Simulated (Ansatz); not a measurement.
Mulliken charges of C2H4F2OSi (`O=C([SiH3])C(F)F`) from PBE/def2-TZVPP in Ansatz (PBE0-D4/def2-TZVP geometry).

| atom | x (Å) | y (Å) | z (Å) | charge (e) |
| --- | --- | --- | --- | --- |
| O1 | 1.690 | -0.101 | -0.971 | -0.198 |
| C2 | 0.627 | 0.039 | -0.424 | 0.085 |
| Si3 | 0.080 | -1.147 | 1.010 | 0.174 |
| C4 | -0.311 | 1.163 | -0.876 | 0.254 |
| F5 | -1.501 | 0.615 | -1.217 | -0.155 |
| F6 | -0.521 | 1.991 | 0.174 | -0.153 |
| H7 | -0.065 | -2.491 | 0.402 | -0.028 |
| H8 | 1.187 | -1.141 | 1.996 | -0.028 |
| H9 | -1.192 | -0.709 | 1.630 | -0.031 |
| H10 | 0.089 | 1.731 | -1.720 | 0.079 |

By hand: the dipole of these point charges (1 e Å = 4.8032 D).

Σ q r = (-0.021, -0.020, 0.018) e Å, of length 0.034 e Å = 0.16 D.

How does the dipole of the full density compare? (Best estimate.)

Ansatz gave: (-0.098, -0.025, 0.070) e Å, 0.59 D; the point charges give 0.27 times that, at 25° from its direction.

Point charges leave out the atoms' own dipoles, such as those of lone pairs, and Mulliken's split depends on the basis, so the two needn't agree.
